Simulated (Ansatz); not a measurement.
Reaction (hydrogenolysis of a C–Si bond): `FC([SiH3])Cl` + H₂ → `FCCl` + SiH₄

Program: Ansatz. Geometries: PBE0-D4/def2-TZVP. ΔE: electronic, gas phase. CCSD(T)/CBS is the MP2 limit (def2-TZVPP, def2-QZVPP) plus CCSD(T) − MP2 in def2-TZVPP, frozen cores. This one scheme is used for every species. DFT in def2-TZVPP. B3LYP here is the variant with VWN-RPA as its local correlation; programs differ in this. HSE06 is defined as in plane-wave codes.

```tsv
level	ΔE (kcal/mol)	difference from CCSD(T)/CBS
PBE0-D4	-10.6	-0.7
B3LYP-D4	-10.3	-0.4
HSE06-D4	-10.6	-0.7
BHLYP-D4	-11.9	-2.0
PBE	-10.4	-0.5
revPBE	-11.2	-1.3
BLYP	-11.8	-1.9
r2SCAN	-9.8	0.1
B3LYP	-12.7	-2.8
LC-ωPBE	-11.9	-2.0
RPA@PBE/def2-TZVPP	-11.3	-1.4
MP2/def2-SVP	-12.3	-2.4
CCSD(T)/def2-SVP	-13.3	-3.4
SCS-MP2/def2-TZVPP	-11.4	-1.5
SCS-MP2/def2-QZVPP	-10.7	-0.8
MP2/CBS(def2)	-8.8	1.1
CCSD(T)/CBS	-9.9	0
```

Largest T1 diagnostic among the species: 0.011.

At CCSD(T), def2-SVP lies −3.4 kcal/mol from the extrapolated value and def2-TZVPP −1.2 kcal/mol. From r2SCAN to r2SCAN0 (25 % exact exchange), in def2-TZVPP and without D4, ΔE moves by −1.3 kcal/mol. The D4 term adds +2.3 kcal/mol with B3LYP and +1.3 kcal/mol with PBE0; it sums over pairs of atoms, weighted by their polarisabilities, and B3LYP, whose exchange is more repulsive, gets the larger term.
